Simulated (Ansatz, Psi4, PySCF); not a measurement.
F₃In (SMILES [F][In]([F])[F]), singlet, geometry from GFN2-xTB (such geometries of metal compounds can be far from the true shape) (core potentials on In). Base run: WB97X-V/def2-SVPD run with PySCF.

Here is a job for PySCF.
```python
from pyscf import gto, scf, dft

mol = gto.Mole()
mol.atom = '''
    In    0.00000000    0.00000000    0.00000000
    F    -1.67769182   -1.02031088    0.03026648
    F     0.01519865    1.84496979   -0.67264826
    F     1.66249317   -0.82465891    0.64238177
'''
mol.basis = 'def2-svpd'
mol.ecp = {'In': 'def2-svpd'}
mol.verbose = 4
mol.build()

mf = dft.RKS(mol)
mf.xc = 'wb97x_v'
mf.kernel()
```

The same geometry, method and basis name were run in Ansatz (a quantum-chemistry and plane-wave program) and Psi4 and PySCF, at each program's defaults and at the settings that a row names. The base is PySCF at its defaults. Differences at the defaults can come from grids, fitting, cores and function types together.

| code and settings | ΔE vs base (mEh) | basis functions | E (Eh) | SCF cycles |
|---|---|---|---|---|
| PySCF, defaults (exact integrals, its default grid, spherical functions) | 0.000 | 101 | -489.39742 | 10 |
| Psi4, defaults (density fitting with its default set, its default grid, spherical functions) | -0.024 | 101 | -489.39745 | 8 |
| Ansatz, defaults (factorised integrals, its default grid, spherical functions) | 0.012 | 101 | -489.39741 | - |
| PySCF, density fitting with def2-universal-jkfit | -0.023 | 101 | -489.39745 | 10 |
| PySCF, fine grid | -0.002 | 101 | -489.39743 | 10 |
| Psi4, exact integrals, spherical functions, fine grid | -0.033 | 101 | -489.39746 | 12 |
| Ansatz, high accuracy | -0.016 | 101 | -489.39744 | - |
